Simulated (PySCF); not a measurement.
## Basis-set dependence of population analyses: `O=S1C[SiH2]C1`

C2H6OSSi.
Structure used (PBE0-D3(BJ)/def2-SVP), in Å, numbered top down from 1:
```xyz
11
C2H6OSSi angstrom
O      0.3313   -1.3579    1.6944
S      0.5370   -1.3272    0.2088
C     -0.9773   -0.4847   -0.4800
Si    -0.2171    1.2198   -0.1444
C      1.4277    0.2764   -0.1284
H     -1.0807   -0.7252   -1.5511
H     -1.8530   -0.8525    0.0719
H     -0.3783    2.2270   -1.2366
H     -0.6038    1.8328    1.1542
H      1.9241    0.2276   -1.1116
H      2.1763    0.4231    0.6622
```

PBE0 throughout (PySCF), one geometry, spherical d and f functions. Isolated species at its PBE0-D3(BJ)/def2-SVP geometry (one conformer only). Atoms taken as equivalent share a column and are averaged. The first 7 of 8 kinds of atom are listed.

Mulliken charges (e):

```tsv
basis	functions	O1	S2	C3/C5	Si4	H6/H10	H7/H11	H8
STO-3G	39	-0.451	+0.581	-0.403	+0.603	+0.069	+0.077	-0.116
6-31G	65	-0.709	+0.925	-0.887	+0.761	+0.231	+0.256	-0.103
pcSseg-0	65	-0.786	+0.938	-1.156	+0.973	+0.306	+0.316	-0.044
6-31G*	90	-0.635	+0.819	-0.763	+0.517	+0.221	+0.247	-0.066
cc-pVDZ	108	-0.524	+0.533	-0.318	+0.326	+0.084	+0.097	-0.044
def2-SVP	108	-0.560	+0.439	-0.357	+0.479	+0.107	+0.120	-0.061
aug-cc-pVDZ	177	-0.912	+0.950	+0.141	-0.122	-0.195	-0.208	+0.284
6-311+G(2d,p)	187	-0.527	+0.557	-0.571	+0.509	+0.174	+0.174	-0.057
def2-TZVP	203	-0.523	+0.457	-0.367	+0.220	+0.140	+0.157	-0.017
cc-pVTZ	242	-0.513	+0.453	-0.299	+0.230	+0.109	+0.121	-0.026
IGLO-III	253	-0.669	+0.736	-0.626	+0.850	+0.158	+0.163	-0.166
```

IAO charges (e):

```
        basis  functions      O1      S2   C3/C5     Si4  H6/H10  H7/H11      H8
       STO-3G         39  -0.570  +0.783  -0.631  +0.747  +0.128  +0.132  -0.114
        6-31G         65  -0.794  +0.909  -0.671  +0.633  +0.176  +0.189  -0.077
     pcSseg-0         65  -0.761  +0.903  -0.697  +0.645  +0.179  +0.189  -0.074
       6-31G*         90  -0.870  +1.051  -0.700  +0.750  +0.163  +0.177  -0.114
      cc-pVDZ        108  -0.862  +1.043  -0.695  +0.741  +0.161  +0.175  -0.112
     def2-SVP        108  -0.869  +1.046  -0.695  +0.761  +0.160  +0.173  -0.117
  aug-cc-pVDZ        177  -0.901  +1.057  -0.695  +0.744  +0.167  +0.179  -0.111
6-311+G(2d,p)        187  -0.914  +1.087  -0.715  +0.778  +0.168  +0.181  -0.118
    def2-TZVP        203  -0.918  +1.105  -0.723  +0.787  +0.168  +0.180  -0.121
      cc-pVTZ        242  -0.904  +1.086  -0.716  +0.772  +0.168  +0.180  -0.118
     IGLO-III        253  -0.920  +1.105  -0.722  +0.787  +0.168  +0.181  -0.121
```

Which scheme is steadiest as the basis changes?

Largest range over the bases for any column: IAO 0.35 e, Mulliken 1.30 e. IAO charges move least and Mulliken charges most, counted in e. Without the minimal STO-3G basis the ranges are IAO 0.20, Mulliken 1.30 e.

How much do the charges still move between the two largest bases, cc-pVTZ and IGLO-III?

At most, over all atoms: Mulliken 0.620 e, IAO 0.019 e.

What do the same runs give for the total energy, the frontier levels and the dipole moment?

```json
{"basis": "STO-3G", "energy (Eh)": "-832.4458", "HOMO (eV)": "-1.60", "LUMO (eV)": "5.02", "μ (D)": "2.64"}
{"basis": "6-31G", "energy (Eh)": "-842.0199", "HOMO (eV)": "-6.28", "LUMO (eV)": "-0.39", "μ (D)": "4.28"}
{"basis": "pcSseg-0", "energy (Eh)": "-840.9876", "HOMO (eV)": "-6.39", "LUMO (eV)": "-0.54", "μ (D)": "4.03"}
{"basis": "6-31G*", "energy (Eh)": "-842.1908", "HOMO (eV)": "-6.37", "LUMO (eV)": "-0.28", "μ (D)": "3.61"}
{"basis": "cc-pVDZ", "energy (Eh)": "-842.2304", "HOMO (eV)": "-6.34", "LUMO (eV)": "-0.24", "μ (D)": "3.51"}
{"basis": "def2-SVP", "energy (Eh)": "-841.8945", "HOMO (eV)": "-6.44", "LUMO (eV)": "-0.26", "μ (D)": "3.64"}
{"basis": "aug-cc-pVDZ", "energy (Eh)": "-842.2555", "HOMO (eV)": "-6.61", "LUMO (eV)": "-0.77", "μ (D)": "3.78"}
{"basis": "6-311+G(2d,p)", "energy (Eh)": "-842.3137", "HOMO (eV)": "-6.67", "LUMO (eV)": "-0.80", "μ (D)": "3.81"}
{"basis": "def2-TZVP", "energy (Eh)": "-842.3385", "HOMO (eV)": "-6.64", "LUMO (eV)": "-0.63", "μ (D)": "3.65"}
{"basis": "cc-pVTZ", "energy (Eh)": "-842.3317", "HOMO (eV)": "-6.57", "LUMO (eV)": "-0.52", "μ (D)": "3.60"}
{"basis": "IGLO-III", "energy (Eh)": "-842.3365", "HOMO (eV)": "-6.62", "LUMO (eV)": "-0.56", "μ (D)": "3.69"}
```

The dipole is fixed by the density alone, so its range of 1.64 D shows that the density itself changes with the basis, not only its division among atoms.
